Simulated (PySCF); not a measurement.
Converging SbCl⁺ in the basis (MP2)

PySCF, UHF reference; doublet, unpaired electrons π ↑; De to Sb⁺ + Cl without counterpoise correction. Frozen cores follow the default of each basis and core potential.

```json
{"basis": "def2-SVP", "relativity": "scalar-relativistic core potentials", "functions": "44", "Re (Å)": "2.273", "ωe (cm⁻¹)": "455", "De (eV)": "2.97", "frozen orbitals": "9"}
{"basis": "cc-pVDZ-PP/cc-pV(D+d)Z", "relativity": "scalar-relativistic core potentials", "functions": "46", "Re (Å)": "2.265", "ωe (cm⁻¹)": "449", "De (eV)": "2.94", "frozen orbitals": "9"}
{"basis": "def2-TZVPPD", "relativity": "scalar-relativistic core potentials", "functions": "107", "Re (Å)": "2.228", "ωe (cm⁻¹)": "465", "De (eV)": "3.50", "frozen orbitals": "9"}
```

**Question.** How does each smaller set differ from the one with most functions, def2-TZVPPD?

**Answer.** def2-SVP: +4.5 pm, -2.2 % in ωe, -0.53 eV in De; cc-pVDZ-PP/cc-pV(D+d)Z: +3.7 pm, -3.4 % in ωe, -0.56 eV in De. All at MP2; the set with most functions is neither the basis-set limit nor always the best.

Correlated steps freeze 9 core orbitals. Correlated levels converge slowly with the basis: in double zeta they bind strong bonds too weakly, by up to about 1 eV, and carry superposition errors of some tenths. Spin–orbit coupling is left out, which matters for elements this heavy, above all for dissociation energies. For an ion De counts to the pair picked by the measured ionisation energies or electron affinities, which need not be the lowest pair at this level. The state is the lowest determinant that a PBE0 search found; another state may lie lower at other levels.
